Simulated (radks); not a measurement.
The caesium ion Cs3+, 52 electrons, occupied as [Kr] 4d10 5s2 5p4 (the NIST ground configuration). Calculated with a radial shooting solver on a logarithmic mesh with Libxc functionals: Dirac Kohn-Sham, LDA (Slater exchange, Perdew-Wang correlation), spin-unpolarised, spherical densities, point nucleus; open shells are shared between the two j in proportion to 2j + 1.

X-ray form factor f0, the Fourier transform of the density (f0(0) = 52):

sin(theta)/lambda (1/angstrom),f0 (electrons)
0.05,51.325
0.1,49.460
0.15,46.803
0.2,43.809
0.25,40.833
0.3,38.064
0.4,33.300
0.5,29.364
0.6,26.046
0.8,21.079
1,17.905
1.25,15.167
1.5,12.824
2,8.884
